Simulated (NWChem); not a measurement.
System: C2H8BP; SMILES CB(C)P

```xyz
12

B      0.0025    -0.4405    -0.0164
C      1.3584    -1.2371    -0.0057
H      1.2971    -2.1348    -0.6439
H      1.5078    -1.6191     1.0222
H      2.2564    -0.6647    -0.2790
C     -1.3688    -1.2067     0.0565
H     -1.6083    -1.5052    -0.9830
H     -2.2223    -0.6137     0.4171
H     -1.3069    -2.1440     0.6331
P      0.0230     1.4643     0.0676
H     -1.1269     1.7979    -0.7010
H      1.0131     1.7834    -0.9026
```
Atoms are numbered in this order, from 1.

Computed with NWChem. Pople sets run with spherical d functions. STO-3G and 3-21G are far too small for this property and stand as cheap habits. The geometry was optimised at PBE0/def2-SVP. B3LYP is NWChem's, with the RPA form of VWN correlation. GIAO values for the isolated, static molecule; σ is the absolute isotropic shielding, δ = σ(reference) − σ with the isolated reference molecule computed at the same levels (11B: boron trifluoride, 13C: tetramethylsilane, 1H: tetramethylsilane, 31P: phosphine).

```tsv
level	δ B1 (ppm)	δ C2 (ppm)	δ H3 (rotor mean) (ppm)	δ H7 (rotor mean) (ppm)	δ P10 (ppm)	δ H11 (ppm)	δ H12 (ppm)
Hartree-Fock/STO-3G	94.8	16.0	1.14	1.12	40.3	0.92	0.92
Hartree-Fock/6-31G*	79.2	13.8	1.01	0.99	56.8	2.78	2.76
B3LYP/6-31G*	?	?	1.10	?	?	?	?
```

Q: Some entries are withheld; supply them.

A: 
- B3LYP/6-31G*, δ B1 (ppm): 78.3
- B3LYP/6-31G*, δ C2 (ppm): 15.2
- B3LYP/6-31G*, δ H7 (rotor mean) (ppm): 1.08
- B3LYP/6-31G*, δ P10 (ppm): 73.8
- B3LYP/6-31G*, δ H11 (ppm): 2.87
- B3LYP/6-31G*, δ H12 (ppm): 2.85
